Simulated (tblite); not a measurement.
C6H6, charge +1, doublet, geometry from GFN2-xTB (a state made from the parent by changing its charge; the spin is typed, not shown lowest); GFN1-xTB (tblite).

The tblite input:
```
$ tblite run mol.xyz --method gfn1 --charge 1 --spin 1 --spin-polarized --json tblite.json --no-restart

# file mol.xyz
12

C     -0.76596115     1.13457554     0.04321457
C     -1.36282008    -0.12550981    -0.05286156
C     -0.61165995    -1.29037458     0.00180888
C      0.76596115    -1.13457554    -0.04321457
C      1.36282008     0.12550981     0.05286156
C      0.61165995     1.29037458    -0.00180888
H     -1.38048513     2.00817218     0.23976822
H     -2.42662031    -0.20356231    -0.25702087
H     -1.07254586    -2.26329428    -0.06190391
H      1.38048513    -2.00817218    -0.23976822
H      2.42662031     0.20356231     0.25702087
H      1.07254586     2.26329428     0.06190391
```

The log (banner, timings and long lists left out):

```
xTB calculator
 | screened Coulomb repulsion
 | Coulomb electrostatics
 |  * isotropic Klopman-Ohno-Mataga-Nishimoto electrostatics
 |  * onsite third-order electrostatics
 | DFT-D3(BJ) dispersion correction
 | Interactions (1)
 | [1] spin polarization

halogen bonding energy    0.0000000000000E+00 Eh
repulsion energy          2.9510005541259E-01 Eh
dispersion energy        -4.6573502469383E-03 Eh
interaction energy        0.0000000000000E+00 Eh
number of electrons       2.9000000000000E+01 e
integral cutoff           1.9731147476801E+01 bohr

------------------------------------------------------------
  cycle        total energy    energy error   density error
------------------------------------------------------------
      1     -15.34375438895  -1.5634197E+01   4.4825214E-01
      2     -15.34564437811  -1.8899892E-03   2.6825630E-01
      3     -15.34566420315  -1.9825043E-05   1.1006883E-02
      4     -15.34584457933  -1.8037618E-04   4.6927872E-03
      5     -15.34585390500  -9.3256665E-06   2.0142807E-03
      6     -15.34585654609  -2.6410984E-06   2.5329533E-04
      7     -15.34585662260  -7.6506828E-08   1.2360557E-04
      8     -15.34585663364  -1.1040120E-08   3.9299758E-05
      9     -15.34585663466  -1.0148273E-09   3.5817519E-06
------------------------------------------------------------

electronic energy        -1.5636299339822E+01 Eh
total energy             -1.5345856634657E+01 Eh

Post processing:
 | Mayer-Wiberg bond orders

[Info] JSON dump of results written to 'tblite.json'
```
